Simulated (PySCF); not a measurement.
Z-matrix (Å, degrees):
```
Hf
N 1 2.0378
H 2 1.0191 1 130.38
H 2 1.0221 3 107.39 1 177.81
N 1 2.0378 2 112.17 3 0.57
H 5 1.0190 1 130.45 2 -126.69
H 5 1.0220 6 107.38 1 177.89
N 1 2.0380 2 112.16 3 -126.78
H 8 1.0191 1 130.30 2 0.81
H 8 1.0220 9 107.37 1 178.23
H 1 1.8796 2 106.61 3 116.92
```
Charge 0, multiplicity 1.

Q: Estimate the dipole moment, charge on the central atom (Mulliken), total energy, LUMO and HOMO that PBE-D3(BJ)/def2-TZVP // r2SCAN-D4/def2-SVP (PySCF) returns for this input.

A: 
dipole moment: 2.26 D
charge on the central atom (Mulliken): 1.05 e
total energy: -216.4880 Ha
LUMO: -0.77 eV
HOMO: -5.74 eV
